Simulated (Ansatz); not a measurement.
`COc1ccc(-c2ccc(-c3ccc(-c4ccc(-c5ccc(-c6ccc(C(F)=C(F)F)cc6)cc5)cc4)cc3)cc2)cc1` with charge +1. Total charge 1; doublet. Geometry PBE-D4/def2-SVP; atoms count from 1.

```xyz
70

C    -4.071   13.851    0.773
O    -4.680   12.716    1.385
C    -4.162   11.494    1.181
C    -4.826   10.421    1.832
C    -4.361    9.123    1.691
C    -3.224    8.822    0.889
C    -2.733    7.447    0.743
C    -1.966    7.044   -0.384
C    -1.499    5.742   -0.517
C    -1.765    4.752    0.467
C    -1.268    3.377    0.329
C    -0.158    3.069   -0.502
C     0.314    1.767   -0.631
C    -0.291    0.687    0.065
C     0.209   -0.688   -0.068
C     0.921   -1.109   -1.222
C     1.391   -2.413   -1.348
C     1.182   -3.378   -0.328
C     1.678   -4.756   -0.462
C     1.085   -5.828    0.255
C     1.552   -7.133    0.126
C     2.642   -7.448   -0.727
C     3.133   -8.827   -0.865
C     3.812   -9.257   -2.034
C     4.269  -10.564   -2.170
C     4.078  -11.514   -1.132
C     4.581  -12.860   -1.340
F     5.227  -13.090   -2.499
C     4.483  -13.947   -0.514
F     3.886  -13.934    0.660
F     4.981  -15.120   -0.818
C     3.406  -11.092    0.048
C     2.946   -9.785    0.167
C     3.236   -6.376   -1.443
C     2.769   -5.071   -1.314
C     0.473   -2.956    0.828
C    -0.001   -1.653    0.953
C    -1.401    0.994    0.897
C    -1.875    2.296    1.023
C    -2.534    5.154    1.594
C    -3.002    6.456    1.727
C    -2.580    9.908    0.240
C    -3.025   11.222    0.380
H    -4.090   13.771   -0.335
H    -3.023   13.980    1.117
H    -4.669   14.724    1.087
H    -5.715   10.653    2.437
H    -4.911    8.308    2.185
H    -1.769    7.763   -1.192
H    -0.945    5.470   -1.427
H     0.371    3.877   -1.027
H     1.201    1.583   -1.254
H     1.070   -0.408   -2.055
H     1.899   -2.705   -2.279
H     0.211   -5.639    0.894
H     1.034   -7.938    0.669
H     3.953   -8.559   -2.871
H     4.777  -10.874   -3.093
H     3.252  -11.789    0.880
H     2.455   -9.486    1.105
H     4.109   -6.567   -2.083
H     3.287   -4.267   -1.857
H     0.325   -3.656    1.662
H    -0.509   -1.361    1.883
H    -1.928    0.184    1.422
H    -2.763    2.477    1.645
H    -2.732    4.436    2.402
H    -3.556    6.729    2.636
H    -1.680    9.724   -0.365
H    -2.483   12.033   -0.124
```

Single mean-field runs in def2-SVP are fitted with def2-universal-jkfit.

Question: Estimate the Mulliken populations of the heavy atoms from the PBE0/def2-SVP orbitals of Ansatz.

Answer: 
| atom | charge (e) | spin (α − β) |
| --- | --- | --- |
| C1 | 0.08 | 0.00 |
| O2 | -0.32 | 0.04 |
| C3 | 0.22 | 0.07 |
| C4 | -0.02 | 0.00 |
| C5 | -0.02 | 0.02 |
| C6 | 0.03 | 0.05 |
| C7 | 0.05 | 0.08 |
| C8 | -0.03 | 0.01 |
| C9 | -0.03 | 0.01 |
| C10 | 0.04 | 0.07 |
| C11 | 0.05 | 0.06 |
| C12 | -0.03 | 0.02 |
| C13 | -0.02 | 0.00 |
| C14 | 0.04 | 0.07 |
| C15 | 0.04 | 0.04 |
| C16 | -0.02 | 0.02 |
| C17 | -0.03 | 0.00 |
| C18 | 0.05 | 0.07 |
| C19 | 0.04 | 0.03 |
| C20 | -0.03 | 0.02 |
| C21 | -0.03 | -0.01 |
| C22 | 0.05 | 0.07 |
| C23 | 0.04 | 0.01 |
| C24 | -0.02 | 0.03 |
| C25 | -0.01 | -0.02 |
| C26 | -0.03 | 0.06 |
| C27 | 0.17 | -0.02 |
| F28 | -0.20 | 0.00 |
| C29 | 0.38 | 0.07 |
| F30 | -0.14 | 0.01 |
| F31 | -0.12 | 0.01 |
| C32 | -0.01 | -0.02 |
| C33 | -0.03 | 0.03 |
| C34 | -0.03 | -0.01 |
| C35 | -0.03 | 0.02 |
| C36 | -0.03 | 0.00 |
| C37 | -0.02 | 0.02 |
| C38 | -0.02 | 0.00 |
| C39 | -0.03 | 0.02 |
| C40 | -0.03 | 0.01 |
| C41 | -0.03 | 0.01 |
| C42 | -0.02 | 0.04 |
| C43 | -0.09 | 0.00 |
Mulliken values depend strongly on the basis.

Question: Where does the spin sit?

Answer: Summed by element: C 0.95, O 0.04, F 0.02, H -0.01, of 1 unpaired in all. Largest on single atoms: C7 0.08, C29 0.07, C14 0.07.

Question: And the Mayer bond orders between heavy atoms (over 0.3, the first 40 of 48)?

Answer: C1–O2 0.91 (1.43 Å); O2–C3 1.18 (1.34 Å); C3–C4 1.30 (1.42 Å); C3–C43 1.26 (1.42 Å); C4–C5 1.47 (1.39 Å); C5–C6 1.29 (1.42 Å); C6–C7 1.10 (1.47 Å); C6–C42 1.32 (1.42 Å); C7–C8 1.30 (1.42 Å); C7–C41 1.30 (1.42 Å); C8–C9 1.47 (1.39 Å); C9–C10 1.30 (1.42 Å); C10–C11 1.10 (1.47 Å); C10–C40 1.30 (1.42 Å); C11–C12 1.30 (1.42 Å); C11–C39 1.30 (1.42 Å); C12–C13 1.47 (1.39 Å); C13–C14 1.30 (1.42 Å); C14–C15 1.09 (1.47 Å); C14–C38 1.30 (1.42 Å); C15–C16 1.31 (1.42 Å); C15–C37 1.31 (1.42 Å); C16–C17 1.46 (1.39 Å); C17–C18 1.31 (1.42 Å); C18–C19 1.08 (1.47 Å); C18–C36 1.31 (1.42 Å); C19–C20 1.31 (1.42 Å); C19–C35 1.31 (1.42 Å); C20–C21 1.46 (1.39 Å); C21–C22 1.32 (1.42 Å); C22–C23 1.07 (1.47 Å); C22–C34 1.32 (1.42 Å); C23–C24 1.32 (1.42 Å); C23–C33 1.32 (1.42 Å); C24–C25 1.44 (1.39 Å); C25–C26 1.31 (1.42 Å); C26–C27 1.07 (1.45 Å); C26–C32 1.30 (1.42 Å); C27–F28 1.06 (1.35 Å); C27–C29 1.56 (1.37 Å).
